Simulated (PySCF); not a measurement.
# Co: ionisation energy

Co [Ar] 3d7 4s2 (4F) → Co⁺ [Ar] 3d8 (3F), as a difference of total energies. Computed with PySCF 2.14 in aug-cc-pV5Z, with no relativity, point nucleus. Correlated levels: valence: [Ar] frozen. The calculations carry no spin-orbit coupling.

| method | ionisation energy (eV) | difference from reference (eV) |
| --- | --- | --- |
| UHF | 7.851 | -0.018 |
| LDA | 7.373 | -0.496 |
| PBE | 7.273 | -0.596 |
| PBE0 | 7.374 | -0.495 |
| r2SCAN | 7.375 | -0.494 |
| MP2 (valence) | 6.891 | -0.978 |
| SCS-MP2 (valence) | 6.895 | -0.974 |

Reference: 7.869 eV (measured; NIST levels, between the centres of gravity of the two terms).

These non-relativistic numbers lack the scalar-relativistic shift.

MP2 underrates the near-degeneracy of ns² with np² in the lower species.
